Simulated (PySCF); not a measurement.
AlClFHO, SMILES [OH][Al]([F])[Cl]. Atoms are numbered in the order given.

```xyz
5

Al     0.0271    -0.4091     0.0000
F      1.5145    -1.1351     0.0000
Cl    -0.0805     1.6623     0.0000
O     -1.3942    -1.3076     0.0000
H     -1.4605    -2.2635     0.0000
```

The structure is a stationary point at PBE0-D3(BJ)/def2-SVP. The values are those of a single conformer.

Calculation: PBE/def2-TZVPD (PySCF).

### Question
Estimate the frontier levels, gap, dipole moment and polarisability. (An estimate is asked for; the answer gives what the named calculation found.)

### Answer

- highest occupied level: -8.15 eV
- lowest empty level: -2.15 eV
- orbital gap: 6.00 eV
- dipole moment: 1.61 D
- quadrupole, principal values (traceless, Buckingham form, about the centre of nuclear charge): -9.66, 4.20, 5.46 D·Å
- mean static polarisability: 42.5 bohr³ (6.30 Å³)
- polarisability, principal values: 36.8, 41.2, 49.6 bohr³
